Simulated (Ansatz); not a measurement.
Reaction (formal loss of a carbene): `COC#C[SiH3]` → `[CH2]` (triplet) + `OC#C[SiH3]`

Computed with Ansatz on PBE0-D4/def2-TZVP structures; ΔE is electronic, products minus reactants. CCSD(T)/CBS adds triple-zeta CCSD(T) − MP2 to the extrapolated MP2 energy (def2 sets, frozen cores). This one scheme is used for every species. DFT in def2-TZVPP. B3LYP here is the variant with VWN-RPA as its local correlation; programs differ in this. HSE06 is defined as in plane-wave codes. Triplets are unrestricted, without spin–orbit coupling. Each species was taken in one conformer, which may not be the lowest.

| level | ΔE (kJ/mol) | difference from CCSD(T)/CBS |
| --- | --- | --- |
| LDA (SPW92) | 466.7 | 70.8 |
| PBE-D4 | 403.7 | 7.8 |
| r2SCAN-D4 | 375.9 | -20.0 |
| B97M-V | 399.1 | 3.2 |
| PBE0-D4 | 393.2 | -2.7 |
| B3LYP-D4 | 395.1 | -0.8 |
| r2SCANh-D4 | 373.3 | -22.6 |
| r2SCAN0-D4 | 369.9 | -26.0 |
| HSE06-D4 | 393.6 | -2.3 |
| BHLYP-D4 | 383.1 | -12.8 |
| CAM-B3LYP-D4 | 399.1 | 3.2 |
| ωB97X-V | 410.3 | 14.4 |
| ωB97M-V | 399.1 | 3.2 |
| B2PLYP | 391.7 | -4.2 |
| PBE-QIDH | 391.2 | -4.7 |
| PBE | 398.6 | 2.7 |
| revPBE | 374.8 | -21.1 |
| BLYP | 385.9 | -10.0 |
| r2SCAN | 374.4 | -21.5 |
| PBE0 | 388.8 | -7.1 |
| B3LYP | 387.0 | -8.9 |
| r2SCANh | 371.8 | -24.1 |
| r2SCAN0 | 368.2 | -27.7 |
| HSE06 | 389.5 | -6.4 |
| BHLYP | 377.4 | -18.5 |
| CAM-B3LYP | 394.6 | -1.3 |
| RPA@PBE/def2-TZVPP | 385.5 | -10.4 |
| HF/def2-SVP | 267.8 | -128.1 |
| MP2/def2-SVP | 388.0 | -7.9 |
| CCSD/def2-SVP | 374.3 | -21.6 |
| CCSD(T)/def2-SVP | 383.0 | -12.9 |
| HF/def2-TZVPP | 260.7 | -135.2 |
| MP2/def2-TZVPP | 396.7 | 0.8 |
| SCS-MP2/def2-TZVPP | 401.6 | 5.7 |
| CCSD(T)/def2-TZVPP | 386.7 | -9.2 |
| HF/def2-QZVPP | 261.0 | -134.9 |
| SCS-MP2/def2-QZVPP | 408.2 | 12.3 |
| HF/CBS(def2) | 261.0 | -134.9 |
| MP2/CBS(def2) | 405.9 | 10.0 |
| CCSD/CBS(def2) | 384.7 | -11.2 |
| CCSD(T)/CBS | 395.9 | 0 |

Largest T1 diagnostic among the species: 0.013.

From BLYP to BHLYP (50 % exact exchange), in def2-TZVPP and without D4, ΔE moves by −8.5 kJ/mol. Leaving LDA and LC-ωPBE aside and taking each functional with its dispersion term where it has one, the values spread over 40.4 kJ/mol, from r2SCAN0-D4 to ωB97X-V. LDA lies +68.1 kJ/mol from PBE without D4.
